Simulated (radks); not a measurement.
Dispersion coefficients C6 (hartree bohr^6) between ground-configuration atoms and ions, from the Casimir-Polder integral (3/pi) of alpha_A(iw) alpha_B(iw). All-electron calculation, scalar-relativistic Kohn-Sham, LDA (Slater exchange, Perdew-Wang correlation), spin-unpolarised, spherical densities, finite nucleus; Fermi nuclear charge, rms radius of each element as measured or else 0.836 A^(1/3) + 0.57 fm. Program: a radial shooting solver on a logarithmic mesh with Libxc functionals. Response by self-consistent Sternheimer equations with the Hartree and adiabatic LDA kernel, the relativistic mass of each level held fixed and spin-orbit coupling left out. For heavy and open-shell atoms this level of theory can miss by tens of per cent.

C6,Ca,Sc+,Ti2+,V3+,Cr4+,Mn5+,Fe6+,Co7+,Ni8+
Ca,1953,,,,,,,,
Sc+,803.1,340.5,,,,,,,
Ti2+,126.7,60.41,16.26,,,,,,
V3+,61.90,30.93,9.639,6.008,,,,,
Cr4+,38.36,19.60,6.558,4.201,2.988,,,,
Mn5+,26.50,13.71,4.784,3.119,2.245,1.701,,,
Fe6+,19.46,10.16,3.642,2.404,1.746,1.332,1.049,,
Co7+,14.86,7.806,2.857,1.904,1.392,1.068,0.8448,0.6830,
Ni8+,11.67,6.163,2.291,1.538,1.131,0.8719,0.6924,0.5616,0.4632

Static polarisabilities (bohr^3): Ca ([Ar] 4s2) 146.5, Sc+ ([Ar] 3d1 4s1) 52.26, Ti2+ ([Ar] 3d2) 5.456, V3+ ([Ar] 3d2) 2.342, Cr4+ ([Ar] 3d2) 1.384, Mn5+ ([Ar] 3d2) 0.9333, Fe6+ ([Ar] 3d2) 0.6752, Co7+ ([Ar] 3d2) 0.5103, Ni8+ ([Ar] 3d2) 0.3977. The combination rule 2 Ca Cb / ((alpha_b/alpha_a) Ca + (alpha_a/alpha_b) Cb) gives 27.40 for V3+-Sc+, against 30.93 from the integral.
